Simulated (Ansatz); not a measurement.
`SB(Cl)Br` + H₂ → `SBCl` + HBr at 298.15 K and 1 bar (hydrogenolysis of a B–Br bond).

Gas-phase electronic energies from Ansatz, PBE0-D4/def2-TZVP geometries. CCSD(T)/CBS is the MP2 limit (def2-TZVPP, def2-QZVPP) plus CCSD(T) − MP2 in def2-TZVPP, frozen cores. This one scheme is used for every species. For Br outer-core shells are correlated without core-valence functions, which leaves a few kJ/mol of doubt a bond. Scalar relativity is left out up to krypton. One conformer a species, not always the lowest.

| species | CCSD(T)/CBS energy (Eh) | H − E (kJ/mol) | S (J/(mol·K)) |
| --- | --- | --- | --- |
| `SB(Cl)Br` | -3456.37310 | 57.9 | 322.0 |
| H₂ | -1.17544 | 35.1 | 130.4 |
| `SBCl` | -883.61129 | 75.2 | 279.3 |
| HBr | -2573.91920 | 24.6 | 198.6 |

H − E and S are ideal-gas, rigid-rotor, harmonic terms from PBE0-D4/def2-TZVP, for one conformer and one mirror image of each species. The MP2-based limit puts H₂ 0.8 mEh under its directly extrapolated value; such offsets cancel only in part. 1 Eh = 2625.50 kJ/mol, R = 8.31446 J/(mol·K).

Task: By hand: ΔE, ΔH, ΔS and ΔG.

Result: ΔE = (-883.61129) + (-2573.91920) − (-3456.37310) − (-1.17544) = 0.01805 Eh = 47.4 kJ/mol. Δ(H − E) = 75.2 + 24.6 − 57.9 − 35.1 = 6.8, so ΔH = 54.2 kJ/mol. ΔS = 279.3 + 198.6 − 322.0 − 130.4 = 25.5 J/(mol·K). ΔG = 54.2 − 298.15 × (25.5)/1000 = 46.6 kJ/mol.

Task: By hand: the equilibrium constant, and the temperature at which ΔG would vanish if ΔH and ΔS stayed fixed.

Result: log₁₀ K = −ΔG/(RT ln 10) = -8.2. ΔG = 0 at ΔH/ΔS = 2125 K.

ΔH outweighs TΔS. A doubt of 5 kJ/mol in ΔE shifts log₁₀ K by 0.9 here. Other conformers and mirror images would add mixing entropy, several J/(mol·K) or more a flexible species. These are equilibria of isolated gas molecules and say nothing of rates. Largest T1 diagnostic: 0.013 (customary marks: 0.02 for closed shells, 0.045 for open ones).
